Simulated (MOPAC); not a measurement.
Input file for MOPAC: PM7 on AlFH2O (SMILES [OH][AlH][F]), a point of a bond scan (R = 1.054 Å).

```
PM7 1SCF PRECISE CHARGE=0 THREADS=1
AlFH2O

Al    -0.22437839 1    -0.36994440 1     0.12139836 1
H     -1.02851550 1    -1.64177396 1     0.51864000 1
F      1.24636186 1    -0.07531748 1     0.81825782 1
O     -0.85471535 1     0.70268961 1    -1.01729409 1
H     -0.39203774 1     1.58786180 1    -1.35333562 1
```

Output:

```
*******************************************************************************
 **                                                                           **
 **                              MOPAC v23.2.5                                **
 **                                                                           **
 *******************************************************************************
 ** MOPAC's Digital Object Identifier: https://doi.org/10.5281/zenodo.6511958 **
 **                                                                           **
 ** Please cite the open-source release paper for use of this MOPAC version:  **
 ** J. E. Moussa and J. J. P. Stewart (2026)                                  **
 ** MOPAC: An open-source semiempirical molecular orbital program             **
 ** J. Open Source Softw., 11(119), 8025, https://doi.org/10.21105/joss.08025 **
 *******************************************************************************

                              PM7 CALCULATION RESULTS

 *******************************************************************************
 *  PM7        - The PM7 Hamiltonian to be used
 *
 *
 *
 *                 CHARGE ON SYSTEM = 0
 *
 *
 *
 *  PRECISE    - TIGHTER CRITERIA TO BE USED
 *  1SCF       - DO 1 SCF AND THEN STOP
 *  THREADS=1  - MULTI-THREADING NOT USED
 *  T=         - A TIME OF 172800.0 SECONDS REQUESTED
 *  DUMP=N     - RESTART FILE WRITTEN EVERY 7200.0 SECONDS REQUESTED
 *******************************************************************************
PM7 1SCF PRECISE CHARGE=0 THREADS=1
 AlFH2O

   ATOM   CHEMICAL          X               Y               Z
  NUMBER   SYMBOL      (ANGSTROMS)     (ANGSTROMS)     (ANGSTROMS)

     1      Al         -0.22437839  *  -0.36994440  *   0.12139836  *
     2       H         -1.02851550  *  -1.64177396  *   0.51864000  *
     3       F          1.24636186  *  -0.07531748  *   0.81825782  *
     4       O         -0.85471535  *   0.70268961  *  -1.01729409  *
     5       H         -0.39203774  *   1.58786180  *  -1.35333562  *



          CARTESIAN COORDINATES

    NO.       ATOM           X           Y           Z

     1        Al         -0.2244     -0.3699      0.1214
     2         H         -1.0285     -1.6418      0.5186
     3         F          1.2464     -0.0753      0.8183
     4         O         -0.8547      0.7027     -1.0173
     5         H         -0.3920      1.5879     -1.3533

 General Reference for PM7:
 "Optimization of Parameters for Semiempirical Methods VI: More Modifications to the
 NDDO Approximations and Re-optimization of Parameters", J. J. P. Stewart, J. Mol. Mod., 1:32, 19 (2013)
 https://link.springer.com/article/10.1007/s00894-012-1667-x

           Empirical Formula: H2 O Al F  =     5 atoms



      MOLECULAR POINT GROUP   :   Cs


      RHF CALCULATION, NO. OF DOUBLY OCCUPIED LEVELS = 9


 -------------------------------------------------------------------------------
 PM7 1SCF PRECISE CHARGE=0 THREADS=1
 AlFH2O



     1SCF WAS SPECIFIED, SO BFGS WAS NOT USED
     SCF FIELD WAS ACHIEVED


                              PM7 CALCULATION
                                                       MOPAC v23.2.5 Linux




          FINAL HEAT OF FORMATION =       -166.56497 KCAL/MOL =    -696.90783 KJ/MOL


          COSMO AREA              =         90.76 SQUARE ANGSTROMS
          COSMO VOLUME            =         75.58 CUBIC ANGSTROMS

          IONIZATION POTENTIAL    =         12.571389 EV
          HOMO LUMO ENERGIES (EV) =        -12.571  0.684
          NO. OF FILLED LEVELS    =          9
          MOLECULAR WEIGHT        =         63.9951         POINT GROUP:  Cs

          MOLECULAR DIMENSIONS (Angstroms)

            Atom       Atom       Distance
            H     5    H     2     3.78681
            O     4    F     3     2.62794
           Al     1    H     2     0.00000


          SCF CALCULATIONS        =          1





   ATOM   CHEMICAL          X               Y               Z
  NUMBER   SYMBOL      (ANGSTROMS)     (ANGSTROMS)     (ANGSTROMS)

     1      Al         -0.22437839  *  -0.36994440  *   0.12139836  *
     2       H         -1.02851550  *  -1.64177396  *   0.51864000  *
     3       F          1.24636186  *  -0.07531748  *   0.81825782  *
     4       O         -0.85471535  *   0.70268961  *  -1.01729409  *
     5       H         -0.39203774  *   1.58786180  *  -1.35333562  *

                             CARTESIAN COORDINATES

   1   Al       -0.224378390    -0.369944400     0.121398360
   2    H       -1.028515500    -1.641773960     0.518640000
   3    F        1.246361860    -0.075317480     0.818257820
   4    O       -0.854715350     0.702689610    -1.017294090
   5    H       -0.392037740     1.587861800    -1.353335620


           Empirical Formula: H2 O Al F  =     5 atoms



      MOLECULAR POINT GROUP   :   Cs


                  EIGENVALUES
 -40.14029 -29.48607 -18.36563 -16.21176 -15.70199 -15.50593 -14.29412 -13.83520
 -12.57139   0.68388   1.91389   2.62356   3.94827   4.68826  16.00305  16.47031
  16.92008  19.34103  19.94454


              NET ATOMIC CHARGES AND DIPOLE CONTRIBUTIONS

  ATOM NO.   TYPE          CHARGE      No. of ELECS.   s-Pop       p-Pop       d-Pop
    1         Al           0.763385        2.2366     0.23443     1.14556     0.85663
    2          H          -0.194643        1.1946     1.19464
    3          F          -0.374315        7.3743     1.90261     5.47171
    4          O          -0.621192        6.6212     1.67624     4.94495
    5          H           0.426765        0.5732     0.57323
 DIPOLE           X         Y         Z       TOTAL
 POINT-CHG.    -0.355     1.472    -1.250     1.963
 HYBRID         1.022     0.838     0.041     1.322
 SUM            0.667     2.310    -1.209     2.691


          ATOMIC ORBITAL ELECTRON POPULATIONS

     Atom    s        px        py        pz      x^2-y^2     xz        z^2       yz        xy
    1 Al   0.23443   0.35439   0.51199   0.27918   0.14928   0.14064   0.16988   0.15570   0.24112
    2  H   1.19464
    3  F   1.90261   1.78519   1.84871   1.83780
    4  O   1.67624   1.70453   1.50109   1.73934
    5  H   0.57323

 **********************
 *                    *
 * JOB ENDED NORMALLY *
 *                    *
 **********************




 == MOPAC DONE ==
```

The run finished.

Cost: roughly 0.03 core-seconds.
